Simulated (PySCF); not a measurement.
PySCF input file for FH8NSi3, SMILES N[SiH2][SiH2][SiH2]F, PBE0-D3(BJ)/def2-SVP. Geometry optimised at PBE0-D3(BJ)/def2-SVP. This is a generated structure with no PubChem entry under its InChIKey; it may be hypothetical. The values are those of a single conformer.

```python
import numpy as np
from pyscf import gto, scf, dft, df
from pyscf.hessian import thermo

mol = gto.M(
    atom='''
    Si   -1.31732092   -0.81797336   -0.15480336
    F    -2.94146248   -0.62526331   -0.14361482
    Si   -0.22916015    1.24600809    0.08176728
    Si    1.96248141    0.48756730    0.42226992
    N     1.99732920   -1.00611668   -0.48526141
    H    -0.96427047   -1.45899266   -1.45505921
    H    -0.97128947   -1.72488002    0.97699598
    H    -0.76047785    2.02723854    1.24106555
    H    -0.37389820    2.06481289   -1.16354694
    H     3.02298755    1.49748416    0.08853225
    H     2.13877646    0.11214400    1.85857653
    H     1.87511444   -0.96501984   -1.49246306
    H     2.70091048   -1.70102917   -0.25401184
    ''',
    basis='def2-SVP',
    charge=0,
    spin=0,
    max_memory=1600,
    verbose=3,
)
mf = dft.RKS(mol, xc='pbe0').density_fit(auxbasis='def2-universal-jkfit')
mf.disp = 'd3bj'
mf.grids.level = 3
mf.conv_tol = 1e-11
mf.max_cycle = 100
mf.kernel()

# analytic Hessian; the response equations are solved on a coarser grid
h, args, fine = mf.Hessian(), (mf.mo_energy, mf.mo_coeff, mf.mo_occ), mf.grids
h.max_memory = max(150, 2.5e-5 * df.make_auxmol(mol, mf.with_df.auxbasis).nao * mol.nelec[0] * (mol.nelec[0] + mol.nao))  # MB; small integral blocks
h1ao = h.make_h1(mf.mo_coeff, mf.mo_occ)
mf.grids = dft.Grids(mol).set(level=1).build(with_non0tab=True)
mo1, mo_e1 = h.solve_mo1(*args, h1ao)
mf.grids = fine
hess = h.hess_elec(*args, mo1, mo_e1, h1ao) + h.hess_nuc()
if mf.do_disp():
    hess += h.get_dispersion()
for i in range(mol.natm):  # the analytic DFT Hessian lacks the response of the grid: restore translational invariance
    hess[i, i] -= hess[i].sum(axis=0)
hess = (hess + hess.transpose(1, 0, 3, 2)) / 2
vib = thermo.harmonic_analysis(mol, hess, imaginary_freq=False)
thermo.dump_normal_mode(mol, vib)
th = thermo.thermo(mf, vib['freq_au'][vib['freq_au'] > 0], 298.15, 101325)
thermo.dump_thermo(mol, th)
g0 = mf.nuc_grad_method().set(verbose=0).kernel()

# dipole derivatives [dipole axis, atom, xyz] from the same response
r, irp = mol.intor('int1e_r'), mol.intor('int1e_irp').reshape(3, 3, mol.nao, mol.nao)
sl, dm0, ok = mol.aoslice_by_atom(), np.array(mf.make_rdm1()), []
dmu = np.einsum('a,xt->xat', mol.atom_charges(), np.eye(3))
for a, (_, _, p0, p1) in enumerate(sl):
    dmu[:, a] += 2 * np.einsum('xtij,ij->xt', irp[:, :, :, p0:p1], dm0.reshape(-1, mol.nao, mol.nao).sum(0)[:, p0:p1])
    for u, c, occ, f in [(mo1, mf.mo_coeff, mf.mo_occ, 4)]:
        dmu[:, a] -= f * np.einsum('tui,xuv,vi->xt', u[a], r, c[:, occ > 0], optimize=True)
L = vib['norm_mode']
ir = 974.8801 * (np.einsum('xat,kat->kx', dmu, L) ** 2).sum(1)       # km/mol
apt = np.einsum('xax->a', dmu) / 3
print('mode   freq/cm-1   IR/(km/mol)')
for k, w in enumerate(vib['freq_wavenumber']):
    print(f'{k + 1:4d} {w:11.2f} {ir[k]:13.3f}')
print('max |gradient| / (hartree/bohr):', abs(g0).max())
print('APT charges:', apt.round(4))
```

It prints:

```
converged SCF energy = -1027.03721959689

WARN: DFTD3 does not support analytical Hessian, using finite difference


WARN: Mole.unit (angstrom) is changed to Bohr

Mode                                 0                   1                   2
Irrep
Freq [cm^-1]                       53.5356             59.8764            107.7211
Reduced mass [au]                   3.2124              4.5631              3.2630
Force const [Dyne/A]                0.0054              0.0096              0.0223
Char temp [K]                      77.0258             86.1488            154.9866
Normal mode                   x     y     z       x     y     z       x     y     z
       0  Si                -0.02 -0.01  0.02    0.07  0.02 -0.03   -0.02  0.00 -0.10
       1   F                -0.02  0.02 -0.09    0.06 -0.05  0.01   -0.02  0.01  0.11
       2  Si                -0.01 -0.02  0.07   -0.01  0.05  0.02   -0.01 -0.02  0.00
       3  Si                 0.04  0.04 -0.07   -0.02 -0.00 -0.02    0.01  0.02 -0.01
       4   N                 0.01 -0.04  0.07   -0.15 -0.05  0.05    0.06 -0.03  0.08
       5   H                 0.05 -0.01  0.04    0.06  0.08 -0.07   -0.15  0.14 -0.21
       6   H                -0.11 -0.02  0.04    0.12 -0.01 -0.07    0.08 -0.13 -0.24
       7   H                 0.04 -0.10  0.15   -0.01  0.01  0.06   -0.01 -0.09  0.05
       8   H                -0.11  0.05  0.13   -0.03  0.09  0.05   -0.03  0.06  0.05
       9   H                -0.03  0.05 -0.27    0.03 -0.09 -0.11   -0.02  0.03 -0.07
      10   H                 0.20  0.18 -0.06    0.01  0.04 -0.01    0.03  0.10  0.01
      11   H                -0.07 -0.15  0.07   -0.11 -0.09  0.04    0.15 -0.09  0.07
      12   H                 0.06  0.01  0.08   -0.24 -0.12  0.10    0.04 -0.02  0.18
Mode                                 3                   4                   5
Irrep
Freq [cm^-1]                      157.4051            202.4935            283.1442
Reduced mass [au]                   6.0777              2.9343              1.2324
Force const [Dyne/A]                0.0887              0.0709              0.0582
Char temp [K]                     226.4709            291.3431            407.3815
Normal mode                   x     y     z       x     y     z       x     y     z
       0  Si                -0.03  0.08  0.02    0.05 -0.01  0.02    0.02  0.02 -0.01
       1   F                -0.05 -0.13 -0.02    0.06  0.08 -0.00    0.03  0.01  0.02
       2  Si                 0.01  0.07  0.01   -0.06  0.01  0.01   -0.02  0.01 -0.02
       3  Si                -0.01 -0.04 -0.02   -0.07 -0.03 -0.03   -0.04 -0.03  0.00
       4   N                 0.09 -0.04 -0.00    0.08 -0.03 -0.02    0.04 -0.04  0.03
       5   H                 0.06  0.10  0.03    0.05 -0.08  0.05    0.03 -0.01  0.00
       6   H                 0.04  0.12  0.03    0.02  0.03  0.06    0.06  0.06  0.01
       7   H                 0.12  0.06  0.06   -0.02 -0.10  0.11    0.04 -0.12  0.10
       8   H                 0.01  0.11  0.04   -0.16  0.09  0.07   -0.04  0.13  0.07
       9   H                -0.01 -0.02  0.03   -0.05 -0.02  0.07   -0.08  0.02 -0.01
      10   H                -0.06 -0.04 -0.01   -0.19 -0.06 -0.03   -0.04  0.08  0.03
      11   H                 0.16 -0.08 -0.01    0.36 -0.07 -0.05   -0.53 -0.07  0.10
      12   H                 0.06 -0.04  0.09   -0.02 -0.06  0.21    0.47  0.25 -0.39
Mode                                 6                   7                   8
Irrep
Freq [cm^-1]                      328.0410            399.7849            432.0931
Reduced mass [au]                   1.1687              1.2000              5.7077
Force const [Dyne/A]                0.0741              0.1130              0.6279
Char temp [K]                     471.9779            575.2015            621.6858
Normal mode                   x     y     z       x     y     z       x     y     z
       0  Si                -0.02 -0.01 -0.02    0.01  0.03 -0.03    0.01  0.06  0.00
       1   F                -0.02 -0.01  0.01    0.01  0.00  0.01    0.01 -0.02 -0.00
       2  Si                 0.02  0.00 -0.04   -0.05 -0.01  0.01    0.08 -0.10  0.01
       3  Si                 0.03  0.02  0.01    0.01 -0.03  0.03   -0.09  0.03 -0.02
       4   N                -0.03  0.02  0.00    0.01 -0.01 -0.02   -0.03  0.02  0.00
       5   H                -0.09 -0.35  0.13   -0.01 -0.25  0.11    0.02  0.04  0.02
       6   H                 0.02  0.27  0.21    0.06  0.29  0.17    0.03  0.11  0.03
       7   H                 0.01 -0.44  0.26   -0.32 -0.01 -0.12    0.15 -0.10  0.04
       8   H                -0.11  0.43  0.27    0.34  0.02 -0.02    0.15 -0.03  0.04
       9   H                 0.11 -0.04  0.09   -0.22  0.11 -0.31   -0.18  0.11 -0.05
      10   H                -0.10 -0.01  0.02    0.48 -0.00 -0.03   -0.05  0.06 -0.01
      11   H                 0.03  0.05 -0.00    0.10  0.04 -0.03    0.09  0.02 -0.01
[...]
       1   F                 0.05  0.01  0.00   -0.04 -0.00 -0.00    0.02  0.00  0.00
       2  Si                -0.00  0.02 -0.00   -0.00 -0.00 -0.00   -0.00  0.00 -0.00
       3  Si                 0.02 -0.02  0.01    0.02 -0.01  0.01    0.01  0.03  0.02
       4   N                -0.03  0.02 -0.03   -0.00  0.02 -0.00    0.02 -0.02  0.01
       5   H                 0.21  0.24 -0.06   -0.36  0.36 -0.30    0.13 -0.07  0.08
       6   H                 0.23  0.23  0.11   -0.35  0.29  0.36    0.13 -0.05 -0.09
       7   H                 0.06 -0.33  0.26    0.00  0.06 -0.04    0.03 -0.07  0.07
       8   H                 0.14 -0.32 -0.24   -0.02  0.05  0.04    0.03 -0.08 -0.06
       9   H                -0.11  0.12  0.00   -0.15  0.07 -0.22   -0.11 -0.05 -0.57
      10   H                -0.12  0.22  0.09   -0.24 -0.08  0.01   -0.40 -0.55 -0.09
      11   H                 0.03 -0.21 -0.04   -0.01 -0.08 -0.00   -0.03  0.06  0.02
      12   H                 0.04  0.16  0.17    0.02  0.07  0.06   -0.01 -0.08 -0.09
Mode                                24                  25                  26
Irrep
Freq [cm^-1]                     1552.3502           2178.1470           2210.4685
Reduced mass [au]                   1.1065              1.0407              1.0340
Force const [Dyne/A]                1.5711              2.9089              2.9766
Char temp [K]                    2233.4863           3133.8685           3180.3720
Normal mode                   x     y     z       x     y     z       x     y     z
       0  Si                -0.00 -0.00  0.00    0.00  0.00  0.00   -0.00  0.00  0.00
       1   F                 0.00 -0.00 -0.00   -0.00 -0.00 -0.00    0.00  0.00  0.00
       2  Si                 0.00  0.00  0.00   -0.00  0.00 -0.00   -0.01  0.02 -0.02
       3  Si                -0.00 -0.00 -0.00   -0.02 -0.02  0.01    0.00  0.00 -0.00
       4   N                -0.02  0.06  0.05   -0.00 -0.00 -0.00   -0.00  0.00 -0.00
       5   H                 0.00  0.00  0.00   -0.00 -0.00 -0.00    0.03 -0.04 -0.09
       6   H                 0.00 -0.00  0.00   -0.00  0.00 -0.00    0.00  0.00  0.00
       7   H                -0.01  0.00 -0.00    0.01 -0.02 -0.04    0.12 -0.16 -0.27
       8   H                -0.00 -0.00  0.00    0.01 -0.06  0.09    0.09 -0.49  0.76
       9   H                 0.00 -0.01 -0.00    0.68  0.65 -0.22   -0.09 -0.08  0.03
      10   H                 0.01  0.01 -0.01   -0.02 -0.00 -0.00   -0.00  0.01 -0.02
      11   H                 0.41 -0.54 -0.04    0.00 -0.00 -0.00    0.00  0.00  0.00
      12   H                -0.00 -0.18 -0.64   -0.00 -0.00  0.00   -0.00  0.00  0.00
Mode                                27                  28                  29
Irrep
Freq [cm^-1]                     2222.4789           2229.4829           2236.1321
Reduced mass [au]                   1.0445              1.0431              1.0312
Force const [Dyne/A]                3.0397              3.0549              3.0379
Char temp [K]                    3197.6522           3207.7295           3217.2963
Normal mode                   x     y     z       x     y     z       x     y     z
       0  Si                 0.00 -0.00 -0.00   -0.00  0.00 -0.01    0.01 -0.02 -0.01
       1   F                 0.00 -0.00 -0.00    0.00  0.00 -0.00    0.00 -0.00 -0.00
       2  Si                -0.01  0.01  0.03   -0.01  0.01  0.02    0.00  0.00 -0.00
       3  Si                -0.00  0.00 -0.02    0.00 -0.01  0.03    0.00 -0.00  0.00
       4   N                -0.00  0.00 -0.00    0.00 -0.00  0.00    0.00  0.00  0.00
       5   H                -0.02  0.04  0.09   -0.02  0.04  0.07   -0.21  0.36  0.75
       6   H                 0.01 -0.02  0.03    0.04 -0.09  0.12   -0.11  0.28 -0.37
       7   H                 0.27 -0.41 -0.60    0.17 -0.25 -0.37   -0.01  0.01  0.02
       8   H                -0.03  0.15 -0.21   -0.02  0.11 -0.15    0.01 -0.06  0.08
       9   H                -0.01  0.00 -0.01   -0.00 -0.01  0.01   -0.01 -0.00  0.00
      10   H                 0.06 -0.13  0.51   -0.09  0.20 -0.78   -0.01  0.01 -0.04
      11   H                 0.00 -0.00 -0.00   -0.00  0.00  0.00   -0.00 -0.00  0.00
      12   H                -0.00 -0.00 -0.00   -0.00  0.00  0.00   -0.00  0.00  0.00
Mode                                30                  31                  32
Irrep
Freq [cm^-1]                     2249.6021           3590.2187           3686.3837
Reduced mass [au]                   1.0516              1.0505              1.0953
Force const [Dyne/A]                3.1356              7.9777              8.7700
Char temp [K]                    3236.6765           5165.5254           5303.8854
Normal mode                   x     y     z       x     y     z       x     y     z
       0  Si                 0.00 -0.01  0.04    0.00 -0.00  0.00   -0.00  0.00 -0.00
       1   F                 0.00 -0.00  0.00   -0.00 -0.00 -0.00   -0.00  0.00  0.00
       2  Si                -0.00  0.00  0.01    0.00 -0.00 -0.00   -0.00  0.00 -0.00
       3  Si                 0.00 -0.00  0.00    0.00  0.00  0.00    0.00 -0.00  0.00
       4   N                -0.00  0.00 -0.00    0.03 -0.03 -0.04    0.04 -0.03  0.06
       5   H                 0.11 -0.20 -0.39   -0.00 -0.00 -0.00    0.00  0.00  0.00
       6   H                -0.19  0.51 -0.64   -0.00  0.00 -0.00    0.00 -0.00  0.00
       7   H                 0.05 -0.07 -0.10   -0.00  0.00  0.00   -0.00  0.00  0.00
       8   H                -0.01  0.05 -0.08   -0.00  0.00 -0.00   -0.00 -0.00  0.00
       9   H                 0.00  0.00 -0.00    0.00  0.00  0.00    0.00 -0.00  0.00
      10   H                -0.01  0.03 -0.10   -0.00 -0.00  0.00   -0.00  0.00 -0.00
      11   H                 0.00  0.00 -0.00    0.10 -0.03  0.67   -0.08  0.02 -0.68
      12   H                -0.00 -0.00  0.00   -0.47  0.48 -0.18   -0.46  0.46 -0.15
temperature 298.1500 [K]
pressure 101325.00 [Pa]
Rotational constants [GHz] 4.21408 1.16891 0.96865
Symmetry number 1
Zero-point energy (ZPE) 0.08091 [Eh]   212433.145 [J/mol]
                           tot       elec      trans        rot        vib
Entropy [J/mol/K]       398.634      0.000    168.995    119.666    109.973
Cv [J/mol/K]            139.066      0.000     12.472     12.472    114.123
Cp [J/mol/K]            147.381      0.000     20.786     12.472    114.123
Internal energy [J/mol]                      3718.434   3718.434 229746.255
Internal energy [Eh]   -1026.94688  -1027.03722
Enthalpy [J/mol]                             6197.391   3718.434 229746.255
Enthalpy [Eh]          -1026.94594
Gibbs free energy [J/mol]                  -44188.581 -31959.945 196957.931
Gibbs free energy [Eh] -1026.99121
mode   freq/cm-1   IR/(km/mol)
   1       53.54         1.070
   2       59.88         0.589
   3      107.72         0.835
   4      157.41         1.579
   5      202.49         1.414
   6      283.14        32.568
   7      328.04        17.336
   8      399.78         0.993
   9      432.09         0.953
  10      449.11         8.448
  11      480.75       123.497
  12      561.81        25.237
  13      645.14       104.600
  14      649.28        47.706
  15      700.24        47.593
  16      767.54        17.961
  17      790.85        83.311
  18      834.15        85.880
  19      854.18        19.983
  20      885.56       194.586
  21      903.15       142.978
  22      924.83        63.268
  23      934.26       201.893
  24      955.85        79.758
  25     1552.35        38.607
  26     2178.15       157.427
  27     2210.47        76.437
  28     2222.48        23.069
  29     2229.48        89.285
  30     2236.13        84.202
  31     2249.60       149.977
  32     3590.22        30.446
  33     3686.38        33.965
max |gradient| / (hartree/bohr): 5.069341096897265e-05
APT charges: [ 1.2062 -0.6601  0.3741  1.0126 -0.7747 -0.2736 -0.2627 -0.2085 -0.2157
 -0.3084 -0.2474  0.1855  0.1727]
```

Self-consistency was reached.
